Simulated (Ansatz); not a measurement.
Species: sum formula HSiOBr₃, net charge 0, singlet state. SMILES: O[Si](Br)(Br)Br
Coordinates optimised at B3LYP-D3(BJ)/def2-TZVP (Ansatz, a program for electronic structure):
```
Si
O 1 1.6240
H 2 0.9627 1 118.43
Br 1 2.1989 2 106.30 3 180.00
Br 1 2.2170 2 110.86 3 -60.07
Br 1 2.2170 2 110.86 3 60.07
```

Computed values are from Ansatz. Correlated levels leave the core frozen unless marked. UHF or UKS for open shells. Spin-orbit coupling is left out. Frozen are the shells of the preceding noble gas and the d and f shells that filled before the atom's block. No relativistic terms. CBS(X,Y): correlation extrapolated as X^-3; Hartree-Fock from the larger set.

```
Property                                                              Result
---------------------  -----------------------------------------------------
atomisation energy De  1972.5 kJ/mol at CCSD(T)/CBS(def2-TZVPPD,def2-QZVPPD)
total energy           -8083.0975 Eh at CCSD(T)/CBS(def2-TZVPPD,def2-QZVPPD)
dipole moment                                    1.43 D at CCSD(T)/def2-SVPD
T1 diagnostic                                      0.010 at CCSD/def2-QZVPPD
```
